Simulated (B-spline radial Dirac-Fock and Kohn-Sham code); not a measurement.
# Two-hole binding energies of Fe¹⁰⁺

System: the Fe¹⁰⁺ ion in the configuration [Ne] 3s2 3p4.

The computed values come from a radial atomic solver: Dirac-Fock energy differences between relaxed states, corrected for Breit and QED terms. U is the two-hole binding energy less the two single-hole energies, the effective repulsion of the holes after relaxation. Each two-hole energy is an average over J within one jj subconfiguration.

```csv
holes,E(a) (eV),E(b) (eV),E(ab) (eV),U (eV)
1s⁻²,7403.1,7403.1,?,?
1s⁻¹ 2p1/2⁻¹,7403.1,1010.0,8532.9,119.8
2s⁻²,1137.1,1137.1,2355.5,81.3
2s⁻¹ 2p1/2⁻¹,1137.1,1010.0,2223.3,76.2
2p1/2⁻²,1010.0,1010.0,2113.1,93.0
2p1/2⁻¹ 3s⁻¹,1010.0,332.6,1383.1,40.5
```

Question: Give the missing two-hole energy and U.

Answer: E(ab) = 15199.6 eV and U = 393.5 eV.
